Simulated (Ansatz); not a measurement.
Basis-set series for `BC(N)=O`. Total charge 0; spin multiplicity 1. All single points use the PBE0-D4/def2-TZVP geometry. It is one conformer, not always the lowest.

Cartesian coordinates in Å:
```
B 0.255 -0.753 -1.091
C 0.045 0.146 0.119
N -0.492 0.647 1.206
O 1.091 0.557 -0.450
H 0.824 -1.792 -0.936
H -0.323 -0.488 -2.104
H -1.332 0.248 1.585
H -0.068 1.436 1.671
```

```
functional       basis  functions  energy (Eh)  HOMO (eV)  LUMO (eV)
   PBE0-D4    def2-SVP         76   -194.95916      -8.07       0.24
   PBE0-D4  def2-QZVPP        348   -195.19400      -8.20      -0.08
   ωB97M-V    def2-SVP         76   -195.10150     -10.39       2.64
   ωB97M-V  def2-QZVPP        348   -195.34417     -10.58       1.21
```

Question: Give the rows for def2-TZVPP. (An estimate is asked.)

Answer: Computed: 
| functional | basis | functions | energy (Eh) | HOMO (eV) | LUMO (eV) |
| --- | --- | --- | --- | --- | --- |
| PBE0-D4 | def2-TZVPP | 180 | -195.18317 | -8.18 | 0.01 |
| ωB97M-V | def2-TZVPP | 180 | -195.33412 | -10.55 | 1.84 |

Positive LUMOs are unbound and depend on the basis.
